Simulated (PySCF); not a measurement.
**Stretching AsN⁺**

Set-up: As def2-TZVPPD, N def2-TZVPPD; no relativity (PySCF 2.14). Energies in eV from As⁺ + N in their ground configurations at the same level. State: ²Σ⁺ (doublet), unpaired electrons σ ↑.

All columns are PBE0. A positive dipole points towards N; it is taken about the centre of mass and depends on that origin.

| R (Å) | E (eV) | μ (D) | Mulliken charge on As (basis-dependent) | HOMO (eV) | LUMO (eV) | Mayer bond order | ⟨S²⟩ |
| --- | --- | --- | --- | --- | --- | --- | --- |
| 1.381 | -1.395 | -1.14 | 1.07 | -18.19 | -13.34 | 2.60 | 0.77 |
| 1.445 | -2.530 | -1.23 | 1.06 | -17.75 | -13.40 | 2.59 | 0.77 |
| 1.510 | -3.145 | -1.30 | 1.05 | -17.34 | -13.43 | 2.58 | 0.78 |
| 1.558 | -3.356 | -1.35 | 1.05 | -17.05 | -13.44 | 2.56 | 0.80 |
| 1.606 | -3.408 | -1.37 | 1.04 | -16.76 | -13.43 | 2.53 | 0.83 |
| 1.654 | -3.343 | -1.36 | 1.03 | -16.48 | -13.41 | 2.47 | 0.89 |
| 1.718 | -3.139 | -1.25 | 1.01 | -16.14 | -13.38 | 2.33 | 1.05 |
| 1.799 | -2.797 | -1.00 | 0.98 | -15.80 | -13.33 | 2.05 | 1.34 |
| 1.895 | -2.367 | -0.67 | 0.94 | -15.48 | -13.27 | 1.70 | 1.68 |
| 2.024 | -1.855 | -0.26 | 0.90 | -15.16 | -13.16 | 1.27 | 2.06 |

A fit through these points gives, at Re = 1.601 Å, μ = -1.37 D and dμ/dR = -0.219 D/Å; the reduced mass is 11.8 u.

Q: How strong is the fundamental in the double-harmonic approximation, I = 42.26·(dμ/dR)²/μred km/mol?

A: I = 42.26·(-0.219)²/11.8 = 0.172 km/mol at PBE0.

⟨S²⟩ of the unrestricted solution departs from its pure value on part of the curve, where spin states mix. Spin–orbit coupling is left out. For an ion De counts to the pair picked by the measured ionisation energies or electron affinities, which need not be the lowest pair at this level. The state is the lowest determinant that a PBE0 search found; another state may lie lower at other levels.
